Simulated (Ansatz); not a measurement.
Total energies of the cluster Li₃Cl₃ from Ansatz at PBE-D4/def2-TZVPD, gas phase (1 Eh = 27.2114 eV = 2625.5 kJ/mol). The reference geometry is relaxed at PBE-D4/def2-SVP.

```xyz
6

Li    0.7460   -0.0398   -1.7516
Li    0.5474   -1.2815    1.2986
Li   -1.2924    1.3204    0.4531
Cl   -0.6780    1.6036   -1.6179
Cl    1.6260   -1.6376   -0.5604
Cl   -0.9490    0.0349    2.1783
```

```tsv
state	geometry	energy (Eh)
charge 0 singlet	reference	-1402.93390
charge -1 doublet	reference	-1402.93620
free Li atom (doublet)	–	-7.46192
free Cl atom (doublet)	–	-459.95933
```

Problem. Work out the vertical electron affinity, to the doublet.

Solution. E(charge 0 singlet) − E(charge -1 doublet) = -1402.93390 − (-1402.93620) = 0.00230 Eh = 0.06 eV; so near zero that its sign isn't settled.

Problem. What is the binding energy per atom against free atoms?

Solution. Atoms: 3 × (-7.46192) + 3 × (-459.95933) = -1402.26375 Eh. Binding: -1402.26375 − (-1402.93390) = 0.67015 Eh = 18.24 eV, or 3.04 eV for each of 6 atoms (no zero-point energy, no counterpoise term).

At PBE-D4/def2-TZVPD the highest occupied level of the charge -1 doublet lies above zero (up to 1.14 eV). Energy differences disagree on whether the electron is bound (positive means bound): 0.06 eV (vertical, to the charge 0 singlet, at PBE-D4/def2-TZVPD), but -0.11 eV at r2SCAN-D4/def2-TZVPD. 

The structure comes from a short search, and lower isomers may exist.
